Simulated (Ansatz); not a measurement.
Gas-phase reaction in SMILES: CO[Si](Br)(OC)OC + 3 O (H2O) + 3 [SiH4] (SiH4) → 3 CO (CH4O) + 3 O[SiH3] [hydroxysilane] + [SiH3]Br [bromosilane]
Geometries: B3LYP-D3(BJ)/def2-TZVP minima from Ansatz (an electronic-structure program), one conformer each, not searched for the lowest.
Geometry of the first species:
```xyz
17

C     -2.1679    -1.3610     1.2017
O     -0.8456    -0.8968     1.4500
Si    -0.0363     0.1966     0.5773
Br     0.0975    -0.5276    -1.5491
O     -0.8162     1.6120     0.5973
C     -0.4385     2.7916    -0.1038
O      1.4598     0.3775     1.1610
C      2.4589    -0.6326     1.2449
H     -2.2372    -1.8209     0.2134
H     -2.8842    -0.5397     1.2680
H     -2.4040    -2.1053     1.9604
H     -0.4085     2.6088    -1.1803
H      0.5403     3.1421     0.2295
H     -1.1849     3.5551     0.1092
H      3.3537    -0.1774     1.6662
H      2.1305    -1.4476     1.8928
H      2.6906    -1.0306     0.2544
```
Charge 0, spin multiplicity 1.

Wanted: bond separation energy (electronic energy difference), in eV. Valence correlation only, unless marked. No spin-orbit coupling. Frozen are the shells of the preceding noble gas and the d and f shells that filled before the atom's block. No relativistic terms. CBS marks a two-point X^-3 extrapolation of the correlation energy; Hartree-Fock from the larger set. [CCSD(T)-MP2]/basis is that difference in the basis named.

| level | program | bond separation energy (eV) | minus last row |
|---|---|---|---|
| HF/STO-3G | Ansatz | 0.58 | -0.47 |
| HF/def2-SVP | Ansatz | 0.79 | -0.26 |
| HF/def2-TZVPP | Ansatz | 0.71 | -0.34 |
| HF/def2-QZVPP | Ansatz | 0.71 | -0.34 |
| PBE-D3(BJ)/def2-TZVPD | Ansatz + dftd3 | 1.00 | -0.05 |
| PBE0/STO-3G | Ansatz | 0.72 | -0.33 |
| PBE0/def2-SVP | Ansatz | 0.84 | -0.21 |
| PBE0/def2-TZVP | Ansatz | 0.82 | -0.23 |
| BHLYP-D3(BJ)/def2-TZVPD | Ansatz + dftd3 | 1.03 | -0.02 |
| wB97X/def2-TZVPD | Ansatz | 0.92 | -0.13 |
| MP2/6-31G | Ansatz | 1.13 | 0.08 |
| MP2/def2-TZVPPD | Ansatz | 1.11 | 0.06 |
| RI-MP2/CBS(def2-TZVPPD,def2-QZVPPD) | Ansatz | 1.05 | 0.00 |
| RI-MP2/CBS(def2-TZVPP,def2-QZVPP)+[CCSD(T)-MP2]/def2-TZVPP | Ansatz | 1.06 | 0.01 |
| RI-MP2/CBS(def2-TZVPPD,def2-QZVPPD)+[CCSD(T)-MP2]/def2-TZVPPD | Ansatz | 1.05 | 0.00 |
